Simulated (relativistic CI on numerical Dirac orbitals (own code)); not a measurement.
**Ligand-field terms of d6**

Computed with a parametric ligand-field model of a d^n configuration (Racah B and C, spin-orbit zeta, crystal field), exact diagonalisation.

Field parameters in Wybourne normalisation: Oh B⁴₀ = 21Dq, B⁴₄ = √(5/14) B⁴₀. The field is a parameter set, without covalency.

(1) Ground term and bands for B = 370, C = 1560, ζ = 0 cm⁻¹, Oh, 10Dq = 12210 cm⁻¹?

(2) Ground term and bands for B = 370, C = 1560, ζ = 0 cm⁻¹, Oh, 10Dq = 5550 cm⁻¹?

(3) Ground term and bands for B = 370, C = 1560, ζ = 0 cm⁻¹, Oh, 10Dq = 15910 cm⁻¹?

(4) Ground term and bands for B = 370, C = 1560, ζ = 0 cm⁻¹, Oh, 10Dq = 7770 cm⁻¹?

(5) Ground term and bands for B = 370, C = 1560, ζ = 0 cm⁻¹, Oh, 10Dq = 3330 cm⁻¹?

Results:

(1) Ground term 1A1 with 0.04 electrons in the two orbitals of the cubic e set. Spin-allowed: 1T1 11188 cm⁻¹ (894 nm), 1T2 16072 cm⁻¹ (622 nm), 1T2 23075 cm⁻¹ (433 nm), 1E 23215 cm⁻¹ (431 nm). Lowest spin-forbidden: 3T1 7837 cm⁻¹ (1276 nm), 3T2 10251 cm⁻¹ (976 nm), 5T2 10910 cm⁻¹ (917 nm).

(2) Ground term 5T2 with 2.00 electrons in the two orbitals of the cubic e set. Spin-allowed: 5E 5550 cm⁻¹ (1802 nm). Lowest spin-forbidden: 1A1 2012 cm⁻¹, 3T1 3313 cm⁻¹ (3018 nm), 3T2 5140 cm⁻¹ (1945 nm).

(3) Ground term 1A1 with 0.03 electrons in the two orbitals of the cubic e set. Spin-allowed: 1T1 14814 cm⁻¹ (675 nm), 1T2 19950 cm⁻¹ (501 nm), 1T2 30293 cm⁻¹ (330 nm), 1E 30498 cm⁻¹ (328 nm). Lowest spin-forbidden: 3T1 11497 cm⁻¹ (870 nm), 3T2 14044 cm⁻¹ (712 nm), 5T2 18187 cm⁻¹ (550 nm).

(4) Ground term 1A1 with 0.07 electrons in the two orbitals of the cubic e set. Spin-allowed: 1T1 6878 cm⁻¹ (1454 nm), 1T2 11127 cm⁻¹ (899 nm), 1E 14547 cm⁻¹ (687 nm), 1T2 14609 cm⁻¹ (685 nm). Lowest spin-forbidden: 5T2 2256 cm⁻¹, 3T1 3468 cm⁻¹ (2883 nm), 3T2 5578 cm⁻¹ (1793 nm).

(5) Ground term 5T2 with 2.00 electrons in the two orbitals of the cubic e set. Spin-allowed: 5E 3330 cm⁻¹ (3003 nm). Lowest spin-forbidden: 3T1 5355 cm⁻¹ (1867 nm), 1A1 6197 cm⁻¹ (1614 nm), 3T2 6694 cm⁻¹ (1494 nm).
